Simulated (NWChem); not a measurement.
Program: NWChem. System: ammonia borane (H₆BN), charge 0, spin multiplicity 1, at a geometry optimised with B3LYP/def2-SVP. Level: EOM-CCSD/def2-SVPD, 2 core orbitals frozen.

The NWChem input:

```
start mol
memory heap 100 mb stack 700 mb global 1900 mb
geometry units angstroms nocenter noautoz
  B      0.924952    -0.070347     0.000000
  N     -0.724072     0.055072     0.000000
  H      1.331774     1.082544     0.000000
  H      1.197490    -0.682996    -1.022285
  H      1.197490    -0.682996     1.022285
  H     -1.058213     0.558367     0.825339
  H     -1.166584    -0.867053     0.000000
  H     -1.058213     0.558367    -0.825339
  symmetry group Cs
end
basis spherical
  * library def2-svpd
end
scf
  rhf
  nopen 0
  maxiter 100
  thresh 1e-7
  semidirect memsize 60000000 filesize 0
end
tce
  freeze core 2
  ccsd
  nroots 2
  2eorb
  2emet 13
  thresh 1e-5
  maxiter 200
  tilesize 24
end
task tce energy
```

Part of the output:

```
             Northwest Computational Chemistry Package (NWChem) 7.3.0
             --------------------------------------------------------

                                NWChem Input Module
                                -------------------

 Scaling coordinates for geometry "geometry" by  1.889725989
 (inverse scale =  0.529177249)

 Turning off AUTOSYM since
 SYMMETRY directive was detected!

                             Geometry "geometry" -> ""
                             -------------------------

 Output coordinates in angstroms (scale by  1.889725989 to convert to a.u.)

  No.       Tag          Charge          X              Y              Z
 ---- ---------------- ---------- -------------- -------------- --------------
    1 B                    5.0000     0.92495200    -0.07034700     0.00000000
    2 N                    7.0000    -0.72407200     0.05507200     0.00000000
    3 H                    1.0000     1.33177400     1.08254400     0.00000000
    4 H                    1.0000     1.19749000    -0.68299600    -1.02228500
    5 H                    1.0000     1.19749000    -0.68299600     1.02228500
    6 H                    1.0000    -1.05821300     0.55836700     0.82533900
    7 H                    1.0000    -1.16658400    -0.86705300     0.00000000
    8 H                    1.0000    -1.05821300     0.55836700    -0.82533900

 Effective nuclear repulsion energy (a.u.)      40.4072154883

            Nuclear Dipole moment (a.u.)
            ----------------------------
        X                 Y               Z
 ---------------- ---------------- ----------------
     0.0000000000     0.0000037795     0.0000000000

      Symmetry information
      --------------------

 Group name             Cs
 Group number              2
 Group order               2
 No. of unique centers     6

      Symmetry unique atoms

     1    2    3    4    6    7


 Summary of "ao basis" -> "" (spherical)
 ------------------------------------------------------------------------------
       Tag                 Description            Shells   Functions and Types
 ---------------- ------------------------------  ------  ---------------------
 *                         def2-svpd                  on all atoms

 Summary of "ao basis" -> "ao basis" (spherical)
 ------------------------------------------------------------------------------
       Tag                 Description            Shells   Functions and Types
 ---------------- ------------------------------  ------  ---------------------
 B                         def2-svpd                 8       20   4s2p2d
 N                         def2-svpd                 8       20   4s2p2d
 H                         def2-svpd                 4        8   2s2p

                                 NWChem SCF Module
                                 -----------------

  ao basis        = "ao basis"
  functions       =    88
  atoms           =     8
  closed shells   =     9
  open shells     =     0
  charge          =   0.00
  wavefunction    = RHF
  use symmetry    = T
  symmetry adapt  = T

 Summary of "ao basis" -> "ao basis" (spherical)
 ------------------------------------------------------------------------------
       Tag                 Description            Shells   Functions and Types
 ---------------- ------------------------------  ------  ---------------------
 B                         def2-svpd                 8       20   4s2p2d
 N                         def2-svpd                 8       20   4s2p2d
 H                         def2-svpd                 4        8   2s2p

      Symmetry analysis of basis
      --------------------------

        a'         56
        a"         32

 Forming initial guess at       0.1s

      Superposition of Atomic Density Guess
      -------------------------------------

 Sum of atomic energies:         -81.74435370

      Non-variational initial energy
      ------------------------------

 Total energy =     -82.872518
 1-e energy   =    -188.232313
 2-e energy   =      64.952579
 HOMO         =      -0.385151
 LUMO         =       0.035915

      Symmetry analysis of molecular orbitals - initial
      -------------------------------------------------

  Numbering of irreducible representations:

     1 a'          2 a"

  Orbital symmetries:

     1 a'          2 a'          3 a'          4 a'          5 a'
     6 a"          7 a'          8 a'          9 a"         10 a'
    11 a'         12 a"         13 a'         14 a'         15 a"
    16 a'         17 a"         18 a'         19 a'

 Starting SCF solution at       0.6s

 ----------------------------------------------
         Quadratically convergent ROHF

 Convergence threshold     :          1.000E-07
 Maximum no. of iterations :          100
 Final Fock-matrix accuracy:          1.000E-09
 ----------------------------------------------

              iter       energy          gnorm     gmax       time
             ----- ------------------- --------- --------- --------
                 1      -82.5242683252  6.52D-01  1.43D-01      0.7
                 2      -82.5612296842  1.59D-01  4.65D-02      0.8
                 3      -82.5637229804  7.35D-03  1.99D-03      1.0
                 4      -82.5637295684  1.71D-05  4.42D-06      1.3
                 5      -82.5637295684  2.15D-09  5.67D-10      1.8

       Final RHF  results
       ------------------

         Total SCF energy =    -82.563729568398
      One-electron energy =   -190.115260325723
      Two-electron energy =     67.144315269000
 Nuclear repulsion energy =     40.407215488325
[...]
  14    beta      a"    15 doubles     157       9

 Global array virtual files algorithm will be used

 Parallel file system coherency ......... OK

 4-electron integrals stored in orbital form

 v2    file size   =          5387763
 4-index algorithm nr.  13 is used
 imaxsize =       30
 imaxsize ichop =        0


CCSD iterations
 ---------------------------------------------------------
 Iter          Residuum       Correlation     Cpu    Wall
 ---------------------------------------------------------
    1   0.1505714262570  -0.3121819119715     0.4     0.4
    2   0.0421193830753  -0.3383139746391     0.5     0.5
    3   0.0149930223490  -0.3450830644412     0.5     0.5
    4   0.0060118795186  -0.3468747973533     0.5     0.5
    5   0.0025803071922  -0.3474996910754     0.5     0.5
    6   0.0004592467086  -0.3478511649049     0.5     0.5
    7   0.0001761970596  -0.3478776159122     0.4     0.4
    8   0.0000788962498  -0.3478765182097     0.6     0.6
    9   0.0000372328407  -0.3478768689864     0.6     0.6
   10   0.0000179696413  -0.3478772377316     0.5     0.5
   11   0.0000037184373  -0.3478772254278     0.4     0.4
 -----------------------------------------------------------------
 Iterations converged
 CCSD correlation energy / hartree =        -0.347877225427757
 CCSD total energy / hartree       =       -82.911606793825356

 Singles contributions

 Doubles contributions

 Ground-state symmetry is a'

 =========================================
 Excited-state calculation ( a'  symmetry)
 =========================================
 Dim. of EOMCC iter. space      500

 EOMCCSD SOLVER TYPE  1
  maxdiff =   0.53131841392667545

 No. of initial right vectors    2

 EOM-CCSD right-hand side iterations
 --------------------------------------------------------------
      Residuum       Omega / hartree  Omega / eV    Cpu    Wall
 --------------------------------------------------------------

 Iteration   1 using    2 trial vectors
   0.4456738156332   0.3668002234334    9.98115
   0.4162716556801   0.4159174334230   11.31769     1.4     1.4

 Iteration   2 using    4 trial vectors
   0.1101655852638   0.2790591229650    7.59359
   0.0917885735681   0.3390009329135    9.22469     1.3     1.3

 Iteration   3 using    6 trial vectors
   0.0589897103262   0.2724283214380    7.41315
   0.0462471703569   0.3336426932058    9.07888     1.3     1.3

 Iteration   4 using    8 trial vectors
   0.0295484136121   0.2698759732416    7.34370
   0.0258202068910   0.3312560858175    9.01394     1.3     1.3

 Iteration   5 using   10 trial vectors
   0.0161413907685   0.2686294731562    7.30978
   0.0148320092698   0.3302382589861    8.98624     1.3     1.3

 Iteration   6 using   12 trial vectors
   0.0092247516153   0.2681413212170    7.29650
   0.0097957518609   0.3298762007045    8.97639     1.4     1.4

 Iteration   7 using   14 trial vectors
   0.0049117002597   0.2681159655881    7.29581
   0.0072947443888   0.3298172445026    8.97479     1.4     1.4

 Iteration   8 using   16 trial vectors
   0.0019983108790   0.2681051454004    7.29552
   0.0046680178733   0.3297802006629    8.97378     1.3     1.3

 Iteration   9 using   18 trial vectors
   0.0008269134423   0.2681028068724    7.29545
   0.0028661737956   0.3297466176579    8.97287     1.3     1.3

 Iteration  10 using   20 trial vectors
   0.0004398851900   0.2681042067410    7.29549
   0.0016606588239   0.3297390781017    8.97266     1.3     1.3

 Iteration  11 using   22 trial vectors
   0.0002618197121   0.2681028181477    7.29545
   0.0010423320593   0.3297340628766    8.97252     1.5     1.5

 Iteration  12 using   24 trial vectors
   0.0001552362110   0.2681016535724    7.29542
   0.0006438913618   0.3297303746724    8.97242     1.4     1.4

 Iteration  13 using   26 trial vectors
   0.0000880580274   0.2681017613928    7.29542
   0.0003627511107   0.3297310111842    8.97244     1.4     1.4

 Iteration  14 using   28 trial vectors
   0.0000432999493   0.2681018447279    7.29543
   0.0002442783468   0.3297316299946    8.97246     1.4     1.4

 Iteration  15 using   30 trial vectors
   0.0000181603234   0.2681019942510    7.29543
   0.0001652334617   0.3297320863677    8.97247     1.4     1.4

 Iteration  16 using   32 trial vectors
   0.0000069709530   0.2681020447370    7.29543
   0.0000863719788   0.3297321862097    8.97247     1.7     1.7

 Iteration  17 using   33 trial vectors
   0.0000043509036   0.2681020503927    7.29543
   0.0000369716851   0.3297320363717    8.97247     0.8     0.8

 Iteration  18 using   34 trial vectors
   0.0000038587182   0.2681020485520    7.29543
   0.0000160626458   0.3297321044519    8.97247     0.7     0.7

 Iteration  19 using   35 trial vectors
   0.0000038031594   0.2681020507177    7.29543
   0.0000076420493   0.3297321334796    8.97247     0.7     0.7
 --------------------------------------------------------------
 Iterations converged
 ------------------

 Excited state root  1
 Excitation energy / hartree =        0.268102050717718
                   / eV      =        7.295431097302121
 largest EOMCCSD amplitudes: R1 and R2

 Singles contributions
    10a'  (alpha) ---     8a'  (alpha)       -0.8853436198
    16a'  (alpha) ---     8a'  (alpha)       -0.1897876117
    24a'  (alpha) ---     8a'  (alpha)       -0.1079508005
    25a'  (alpha) ---     8a'  (alpha)        0.1206432506

 Doubles contributions
 ------------------

 Excited state root  2
 Excitation energy / hartree =        0.329732133479649
                   / eV      =        8.972471691012805
 largest EOMCCSD amplitudes: R1 and R2

 Singles contributions
    10a'  (alpha) ---     8a'  (alpha)        0.1186474277
    11a'  (alpha) ---     8a'  (alpha)       -0.8948999486
    24a'  (alpha) ---     8a'  (alpha)        0.1503669220
    25a'  (alpha) ---     8a'  (alpha)        0.1432839127

 Doubles contributions

 =========================================
 Excited-state calculation ( a"  symmetry)
 =========================================
 Dim. of EOMCC iter. space      500

 EOMCCSD SOLVER TYPE  1
  maxdiff =   0.53131784183023600

 No. of initial right vectors    2

 EOM-CCSD right-hand side iterations
 --------------------------------------------------------------
      Residuum       Omega / hartree  Omega / eV    Cpu    Wall
 --------------------------------------------------------------

 Iteration   1 using    2 trial vectors
   0.4259271444864   0.3667997427665    9.98113
   0.3991860823926   0.4159169764477   11.31768     1.8     1.8

 Iteration   2 using    4 trial vectors
   0.1071537527047   0.2790129097851    7.59233
   0.0900255606025   0.3386049195822    9.21391     1.4     1.4

 Iteration   3 using    6 trial vectors
   0.0575867233189   0.2723197259000    7.41020
   0.0454609120324   0.3335339747351    9.07593     1.2     1.2

 Iteration   4 using    8 trial vectors
   0.0293158756923   0.2697443281002    7.34012
   0.0256121333102   0.3312416378468    9.01355     1.3     1.3

 Iteration   5 using   10 trial vectors
   0.0159411114793   0.2685591309300    7.30787
   0.0147109888457   0.3302251964382    8.98589     1.3     1.3

 Iteration   6 using   12 trial vectors
   0.0091276359107   0.2681282948956    7.29615
   0.0097528882203   0.3298623963358    8.97602     2.0     2.0

 Iteration   7 using   14 trial vectors
   0.0048421622850   0.2681133082705    7.29574
   0.0072452533469   0.3298106310870    8.97461     1.9     1.9

 Iteration   8 using   16 trial vectors
   0.0019681589875   0.2681093289372    7.29563
   0.0046359350103   0.3297882649129    8.97400     1.6     1.6

 Iteration   9 using   18 trial vectors
   0.0008176560071   0.2681031815946    7.29546
   0.0028458735830   0.3297458581594    8.97285     1.6     1.6

 Iteration  10 using   20 trial vectors
   0.0004355086705   0.2681021752250    7.29543
   0.0016406957791   0.3297340212557    8.97252     1.6     1.6

 Iteration  11 using   22 trial vectors
   0.0002598141596   0.2681018644884    7.29543
   0.0010384597540   0.3297329971343    8.97250     1.2     1.2

 Iteration  12 using   24 trial vectors
   0.0001554304825   0.2681017750940    7.29542
   0.0006435360638   0.3297311525212    8.97244     1.2     1.2

 Iteration  13 using   26 trial vectors
   0.0000868567010   0.2681018366387    7.29543
   0.0003571917836   0.3297311547533    8.97245     1.2     1.2

 Iteration  14 using   28 trial vectors
   0.0000426870910   0.2681016154269    7.29542
   0.0002426064146   0.3297312572150    8.97245     1.2     1.2

 Iteration  15 using   30 trial vectors
   0.0000178228363   0.2681016726823    7.29542
   0.0001631891448   0.3297318318810    8.97246     1.2     1.2

 Iteration  16 using   32 trial vectors
   0.0000068946808   0.2681017402117    7.29542
   0.0000858028431   0.3297320776316    8.97247     1.3     1.3

 Iteration  17 using   33 trial vectors
   0.0000042977564   0.2681017472835    7.29542
   0.0000366208766   0.3297317980796    8.97246     0.7     0.7

 Iteration  18 using   34 trial vectors
   0.0000038117060   0.2681017450356    7.29542
   0.0000158877066   0.3297318209589    8.97246     0.9     0.9

 Iteration  19 using   35 trial vectors
   0.0000037590266   0.2681017463547    7.29542
   0.0000075645521   0.3297318524603    8.97246     0.8     0.8
 --------------------------------------------------------------
 Iterations converged
 ------------------

 Excited state root  1
 Excitation energy / hartree =        0.268101746354696
                   / eV      =        7.295422815159361
 largest EOMCCSD amplitudes: R1 and R2

 Singles contributions
    10a'  (alpha) ---     9a"  (alpha)       -0.8910461637
    16a'  (alpha) ---     9a"  (alpha)       -0.1910088231
    24a'  (alpha) ---     9a"  (alpha)       -0.1086455010
    25a'  (alpha) ---     9a"  (alpha)        0.1214201150

 Doubles contributions
 ------------------

 Excited state root  2
 Excitation energy / hartree =        0.329731852460289
                   / eV      =        8.972464044083694
 largest EOMCCSD amplitudes: R1 and R2

 Singles contributions
    10a'  (alpha) ---     9a"  (alpha)       -0.1189904834
    11a'  (alpha) ---     9a"  (alpha)        0.8974863740
    24a'  (alpha) ---     9a"  (alpha)       -0.1508013217
    25a'  (alpha) ---     9a"  (alpha)       -0.1436978585

 Doubles contributions

 Task  times  cpu:       66.5s     wall:       66.5s

 Total times  cpu:       66.5s     wall:       66.5s
```
